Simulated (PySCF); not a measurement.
# Computed properties of F2H2O2Ti, SMILES [OH][Ti]([OH])([F])[F], multiplicity 1

Ti(F)2(OH)2 (F2H2O2Ti), SMILES [OH][Ti]([OH])([F])[F], multiplicity 1. The structure is a stationary point at B3LYP-D3(BJ)/def2-SVP. The spin state was assumed, not searched. The structure was generated by enumeration; whether it is a known compound was not checked. One conformer was computed; it need not be the lowest. All values are computed for the isolated molecule unless a solvent is named; none is compared with measurement here.

**Structure.** All 15 harmonic modes at B3LYP-D3(BJ)/def2-SVP (PySCF) are real, so it is a minimum. With heavy atoms numbered as in [Ti:1]([F:2])([F:3])([OH:4])[OH:6], the shortest bond between them is Ti1–F2 at 1.753 Å and the longest Ti1–O4 at 1.776 Å.

**Vibrations.** The strongest infrared lines (harmonic, unscaled, degenerate partners summed) lie at 3899 cm⁻¹ (258 km/mol, H 94 %), 3877 cm⁻¹ (242 km/mol, H 94 %), 837 cm⁻¹ (229 km/mol, O 57 %, Ti 36 %). The softest mode is at 47 cm⁻¹ and the zero-point energy is 18.6 kcal/mol.

**Electronic structure.** M06-2X/def2-TZVP (PySCF) places the frontier levels at -11.86 and -0.79 eV, a gap of 11.07 eV, and gives a dipole moment of 3.32 D and a mean polarisability of 37.2 bohr³. PBE/def2-TZVP (PySCF) at the same geometry gives -8.21 and -3.00 eV, so its gap is 5.86 eV narrower. An orbital gap is neither the optical nor the fundamental gap.

**Excitations.** TDA-ωB97X/def2-SVPD (PySCF) has S1 at 6.16 eV (201 nm, f = 0.001, dark); the most intense of the 10 singlets computed lies at 6.82 eV (f = 0.02). T1 (TDA) is at 5.87 eV, 0.29 eV under S1. TDA-PBE/def2-SVPD (PySCF) puts S1 at 5.23 eV. No vertical singlet excitation falls in the visible range (under 3.1 eV).

**NMR.** GIAO shifts at KT2/pcSseg-1 (PySCF) (non-relativistic, atoms alike by connectivity averaged): ¹H at 7.5 ppm against TMS; ¹⁹F at 268.6 ppm against CFCl3.
